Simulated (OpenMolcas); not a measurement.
# How basis sets differ on CH5FOSi (SMILES C[SiH](O)F)

CH5FOSi has 9 atoms, charge 0, and is taken as a singlet. As SMILES, `C[SiH](O)F`. The shape is that of a PBE0-D4/def2-TZVP optimisation. This is one conformer, not always the lowest.

Quantity: the HOMO–LUMO gap, in eV. The values are calculated.

```csv
level,kind,program,value (eV)
HF/ANO-L-MB,Hartree–Fock,OpenMolcas,20.15
HF/STO-3G,Hartree–Fock,OpenMolcas,22.63
HF/3-21G,Hartree–Fock,OpenMolcas,18.15
HF/def2-SVP,Hartree–Fock,OpenMolcas,16.79
```

The values span 16.79 to 22.63 eV. A Hartree–Fock LUMO above zero doesn't converge with the basis: it sinks as sets grow more diffuse. Orbital gaps aren't excitation energies.
